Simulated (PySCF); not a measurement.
Species: 1-chloro-3-ethynylbenzene, C8H5Cl.
Numbering: `[CH:1]#[C:2][c:3]1[cH:4][cH:5][cH:6][c:7]([Cl:8])[cH:9]1` (hydrogens: H10 on C1; H11 on C4; H12 on C5; H13 on C6; H14 on C9)

The closed-shell ground state was solved at several levels (PySCF, density fitting, gas phase, non-relativistic). Geometry: GFN2-xTB; no solvent, vibrations or thermal averaging.

```tsv
level	basis functions	total energy (Eh)	HOMO (eV)	LUMO (eV)	gap (eV)	dipole (D)
CAM-B3LYP/def2-SVPD	227	-767.4769	-8.30	-0.32	7.98	1.56
PBE0/def2-SVPD	227	-767.1243	-7.14	-1.37	5.77	1.54
```

(1) Estimate the row for PBE0/pcSseg-1, a basis of 185 functions; the other rows only guide the guess.

(2) Over all these levels, which gives the widest orbital gap and which the narrowest?

(3) How far do the dipole and the HOMO energy spread over the levels?

## Answers

(1) Total energy -767.4123 Eh, HOMO -7.15 eV, LUMO -1.34 eV, gap 5.81 eV, dipole 1.52 D.

(2) CAM-B3LYP/def2-SVPD (range-separated hybrid) has the widest, 7.98 eV, and PBE0/def2-SVPD (global hybrid, 25 % exact exchange) the narrowest, 5.77 eV. The two share the basis. From the narrowest to the widest the HOMO moves by -1.16 eV and the LUMO by +1.05 eV.

(3) The dipole runs from 1.52 to 1.56 D (mean 1.54 D) and the HOMO from -8.30 to -7.14 eV.
